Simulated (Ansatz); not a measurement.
`S[SiH]1C[SiH2]1` and `N[SiH]1C[SiH2]1` differ in one atom or group.

Ansatz, PBE0-D4/def2-TZVP geometries, multiplicity 1. Each molecule was computed in one conformer, which needn't be the lowest.

| property | `S[SiH]1C[SiH2]1` |
| --- | --- |
| HOMO energy (PBE/def2-TZVPP) / eV | -5.81 |
| HOMO energy (ωB97M-V/def2-TZVPP) / eV | -8.81 |
| HOMO–LUMO gap (PBE/def2-TZVPP) / eV | 4.62 |
| HOMO–LUMO gap (ωB97M-V/def2-TZVPP) / eV | 10.26 |
| size of the dipole moment (ωB97M-V/def2-TZVPP) / D | 1.20 |
| HOMO energy (B3LYP/def2-TZVPP) / eV | -6.62 |

Problem. What does the change do to each property? (Best estimate.)

Solution. Ansatz gave: 
| property | `N[SiH]1C[SiH2]1` | shift |
| --- | --- | --- |
| HOMO energy (PBE/def2-TZVPP) / eV | -5.45 | 0.36 |
| HOMO energy (ωB97M-V/def2-TZVPP) / eV | -8.46 | 0.35 |
| HOMO–LUMO gap (PBE/def2-TZVPP) / eV | 4.64 | 0.02 |
| HOMO–LUMO gap (ωB97M-V/def2-TZVPP) / eV | 10.19 | -0.07 |
| size of the dipole moment (ωB97M-V/def2-TZVPP) / D | 1.52 | 0.32 |
| HOMO energy (B3LYP/def2-TZVPP) / eV | -6.27 | 0.35 |

The zero-point energy changes by 42.1 kJ/mol with +3 modes. Dipoles are sizes alone; their direction can turn.

B3LYP here is the variant with VWN-RPA as its local correlation; programs differ in this.
